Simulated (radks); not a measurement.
All-electron atom: Cu IV in [Ar] 3d6 4s2 (not the ground configuration). All-electron calculation, Dirac Kohn-Sham, PBE, spin-unpolarised, spherical densities, finite nucleus; open shells are shared between the two j in proportion to 2j + 1; Fermi nuclear charge, rms radius 3.8823 fm. Program: a radial shooting solver on a logarithmic mesh with Libxc functionals.

Normalised radial functions P(r) = r R(r) (large component), r in bohr:

r,2p3/2,3d3/2,4s1/2
0.00259,0.0048,0.0000,0.0351
0.003833,0.0102,0.0000,0.0495
0.005718,0.0220,0.0001,0.0691
0.008462,0.0462,0.0002,0.0931
0.01262,0.0964,0.0006,0.1204
0.01868,0.1929,0.0017,0.1438
0.02787,0.3755,0.0052,0.1509
0.04125,0.6799,0.0148,0.1206
0.06154,1.1424,0.0405,0.0295
0.09107,1.6819,0.1017,-0.1148
0.1359,2.0922,0.2351,-0.2459
0.2011,2.0285,0.4678,-0.2150
0.2999,1.3824,0.7902,0.0663
0.4439,0.5869,1.0635,0.3832
0.6622,0.1231,1.0974,0.3064
0.9801,0.0103,0.8285,-0.2508
1.462,0.0002,0.4289,-0.7729
2.164,0.0000,0.1391,-0.7263
3.228,0.0000,0.0210,-0.3003
4.777,0.0000,0.0011,-0.0475
7.127,0.0000,0.0000,-0.0018

2p3/2: eigenvalue -980.03 eV, 0 radial nodes, <r> = 0.208 bohr, 90 % of the charge inside 0.339 bohr. 3d3/2: eigenvalue -66.224 eV, 0 radial nodes, <r> = 0.778 bohr, 90 % of the charge inside 1.29 bohr. 4s1/2: eigenvalue -40.067 eV, 3 radial nodes at r = 0.0673, 0.279, 0.841 bohr, <r> = 1.93 bohr, 90 % of the charge inside 2.80 bohr.
